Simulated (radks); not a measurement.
Neutral iron, 26 electrons, occupied as [Ar] 3d6 4s1 6s1 (not the ground configuration). All-electron calculation, scalar-relativistic Kohn-Sham, LDA (Slater exchange, Perdew-Wang correlation), spin-polarised, spherical densities, finite nucleus; open shells are filled with parallel spins first; Fermi nuclear charge, rms radius 3.7377 fm. Program: a radial shooting solver on a logarithmic mesh with Libxc functionals.

Unscreened Slater integrals over Kohn-Sham orbitals (cm^-1). They are taken over the spin-up orbitals.

| integral | value |
|---|---|
| F0(6s,6s) | 12531 |
| F0(6s,4s) | 17209 |
| G0(6s,4s) | 465.84 |
| F0(6s,3d) | 17832 |
| G2(6s,3d) | 339.98 |
| F0(6s,3p) | 17925 |
| G1(6s,3p) | 213.00 |
| F0(4s,4s) | 74535 |
| F0(4s,3d) | 93556 |
| G2(4s,3d) | 12395 |
| F0(4s,3p) | 96054 |
| G1(4s,3p) | 5873.2 |
| F0(3d,3d) | 187130 |
| F2(3d,3d) | 84790 |
| F4(3d,3d) | 52412 |
| F0(3d,3p) | 206400 |
| F2(3d,3p) | 95993 |
| G1(3d,3p) | 119030 |
| G3(3d,3p) | 71681 |
| F0(3p,3p) | 231470 |
| F2(3p,3p) | 115380 |

Derived for the open shells (J is the average intra-shell exchange parameter used in DFT+U). 3d: Racah B = F2/49 - 5 F4/441 = 1136 cm^-1, C = 35 F4/441 = 4160 cm^-1, C/B = 3.66, F4/F2 = 0.618, J = (F2 + F4)/14 = 9800 cm^-1.
